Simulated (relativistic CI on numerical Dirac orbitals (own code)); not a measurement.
## Crystal-field levels of Sm3+, 4f5

Calculated by Dirac-Coulomb-Breit CI, orbitals from a KLI potential per configuration, a model potential for QED, valence Slater integrals scaled by 0.7, one configuration in a parametric crystal field (own radial code).

Field parameters in Wybourne normalisation; cubic f-shell fields have B⁴₄ = √(5/14) B⁴₀ and B⁶₄ = −√(7/2) B⁶₀. The field is a parameter set, without covalency.

S and J are read from ⟨S²⟩ = S(S + 1) and ⟨J²⟩ = J(J + 1) of each level; they are not fictitious spins.

Oh, B40 = 2820, B60 = 560 cm⁻¹, the lowest 10 levels:

```
E (cm⁻¹)  Degeneracy  Irrep     S     J
     0.0           2     Γ7  2.45  2.55
     225           4     Γ8  2.45  2.62
    1064           2     Γ6  2.47  3.53
    1349           2     Γ7  2.47  3.51
    1393           4     Γ8  2.47  3.53
    2310           2     Γ6  2.48  4.48
    2520           4     Γ8  2.48  4.53
    2613           4     Γ8  2.48  4.51
    3765           2     Γ7  2.47  5.55
    3780           4     Γ8  2.48  5.41
```

Principal g values of the ground doublet: 0.15, 0.15, 0.15.

D3d, B20 = -1410, B40 = -1670, B43 = -1360, B60 = -310, B63 = 70, B66 = 510 cm⁻¹, the lowest 16 levels:

```tsv
E (cm⁻¹)	Degeneracy	Irrep	S	J
0.0	2	Γ4	2.45	2.58
534	2	Γ5+Γ6	2.45	2.54
556	2	Γ4	2.45	2.57
1177	2	Γ4	2.47	3.54
1498	2	Γ4	2.46	3.49
1533	2	Γ5+Γ6	2.47	3.52
1730	2	Γ4	2.47	3.50
2408	2	Γ5+Γ6	2.48	4.55
2608	2	Γ4	2.48	4.48
2727	2	Γ4	2.48	4.50
2830	2	Γ5+Γ6	2.48	4.49
2944	2	Γ4	2.48	4.49
3651	2	Γ4	2.48	5.53
3944	2	Γ5+Γ6	2.48	5.47
3959	2	Γ4	2.48	5.49
4080	2	Γ4	2.48	5.50
```

Principal g values of the ground doublet: 0.07, 0.07, 0.64.

The next free-ion level lies 1071 cm⁻¹ above the lowest; the field splits the ground level into components whose J stays near 5/2 as long as their spread is small against that gap.

Levels of this model without a field, named by their leading LS term (the scale mimics covalency, so terms lie below those of the real free ion): 6H°_5/2 0, 6H°_7/2 1071, 6H°_9/2 2289, 6H°_11/2 3592, 6H°_13/2 4936, 6F°_1/2 5900, 6F°_3/2 6086, 6H°_15/2 6282 cm⁻¹.
